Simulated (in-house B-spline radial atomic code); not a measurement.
Computed with a B-spline radial atomic code. Model: two electrons, singlet ground state, non-relativistic, full CI in B-splines with partial waves to l = 8 (at full coupling up to 3e-4 hartree above the limit, correlation up to 0.6 % small), density held at that of full coupling by Lieb maximisation.

W(λ) is the mean repulsion in the state of coupling λ less the Hartree energy of the fixed density. Its start is exact exchange, its initial slope is twice the second-order Görling-Levy correlation energy, and its area from 0 to 1 is E_xc. A straight curve means weak, dynamic correlation, and a curve that drops fast and flattens means strong correlation.

Command:
```bash
python run_ac.py task.json out
```
Settings (lengths in bohr, energies in hartree):
```
potential              dot
strength               1.94
lmax                   8
second                 2
```

Run time, properties included: 34 s on 1 thread of Intel(R) Xeon(R) Processor @ 2.30GHz (shared host).

**W = mean repulsion less Hartree energy, and W of three functionals.**

Given: confinement charge in harmonic well; well frequency 1.94 hartree; nuclear charge 2; external potential omega^2 r^2/2 - Z/r.

Computed: PBE exchange minus exact 51.051 millihartree; SCAN exchange minus exact 7.1827 millihartree.

```tsv
coupling	W xc (hartree)	W xc minus exchange (millihartree)	kinetic minus Kohn-Sham (millihartree)	LDA (PW92) W minus its exchange (millihartree)	PBE W minus its exchange (millihartree)	SCAN W minus its exchange (millihartree)
0	-1.5302	0	0	0	0	0
0.02	-1.532	-1.829	0	-12.92	-2.24	-1.87
0.05	?	?	?	?	?	?
0.12	-1.541	-10.812	0.6	-52.1	-13.42	-10.88
0.25	-1.5523	-22.1	2.7	-88.29	-27.61	-22.01
0.4	-1.5648	-34.605	6.8	-121.64	-43.32	-34.21
0.6	-1.5806	-50.464	14.7	-158.4	-63.12	-49.57
0.8	-1.5956	-65.459	25.2	-189.55	-81.67	-64
1	?	?	?	?	?	?
1.4	-1.6361	-105.88	69.3	-263.25	-130.94	-102.81
2	-1.6707	-140.55	128	-319.33	-172.52	-136.18
3	-1.7186	-188.47	246.9	-390.83	-229.46	-182.81
4.5	-1.7739	-243.73	452	-468.65	-295.22	-237.66
7	-1.8383	-308.11	816.7	-557.17	-373.47	-303.39
10	-1.8896	-359.41	1247.6	-628.56	-438.51	-357.11
```

**Question.** What belongs in the row 0.05?

**Answer.** W xc (hartree): -1.5347; W xc minus exchange (millihartree): -4.552; kinetic minus Kohn-Sham (millihartree): 0.1; LDA (PW92) W minus its exchange (millihartree): -26.79; PBE W minus its exchange (millihartree): -5.6; SCAN W minus its exchange (millihartree): -4.62.

**Question.** What belongs in the row 1?

**Answer.** W xc (hartree): -1.6098; W xc minus exchange (millihartree): -79.654; kinetic minus Kohn-Sham (millihartree): 37.9; LDA (PW92) W minus its exchange (millihartree): -216.83; PBE W minus its exchange (millihartree): -99.09; SCAN W minus its exchange (millihartree): -77.64.

**Question.** What is the LDA exchange minus exact?

**Answer.** 224.08 millihartree.

**Energy parts, natural occupations and partial-wave weights.**

Computed: exchange energy -1.5302 hartree; correlation energy -0.041708 hartree; kinetic part of the DFT correlation energy 0.037946 hartree; initial slope twice GL2 -0.091697 hartree; Hartree energy 3.0604 hartree; Kohn-Sham kinetic 5.625 hartree; Lieb Oxford ratio E_xc over LDA exchange 1.2035.

```json
{"natural": "s", "occupation of the shell (electrons)": "1.9931"}
{"natural": "p", "occupation of the shell (electrons)": "0.0051349"}
{"natural": "s", "occupation of the shell (electrons)": "0.0012942"}
{"natural": "d", "occupation of the shell (electrons)": "?"}
{"natural": "p", "occupation of the shell (electrons)": "0.00010303"}
{"natural": "f", "occupation of the shell (electrons)": "2.9938e-05"}
```

**Question.** What belongs in the row d?

**Answer.** occupation of the shell (electrons): 0.00023321.

```
wave      weight
   s     0.99723
   p   0.0026229
   d           ?
   f   1.711e-05
   g  4.0123e-06
```

**Question.** What belongs in the row d?

**Answer.** weight: 0.00012611.

**Question.** What is the kinetic part over minus potential part?

**Answer.** 0.47639.

**Question.** What is the total energy?

**Answer.** -0.5979 hartree.

Half-way to full coupling W has made 53 % of its drop, against 50 % for a straight line, and second-order (GL2) theory, half the initial slope, overshoots the correlation energy by about 10 %: a moderate bend, as in light atoms. Over couplings 0 to 1 the errors in E_xc come to about +134 millihartree for LDA, +41 millihartree for PBE, +7.9 millihartree for SCAN, so SCAN is nearest. In LDA and PBE the errors of exchange and correlation have opposite signs, so the sum is smaller than the larger of the two.
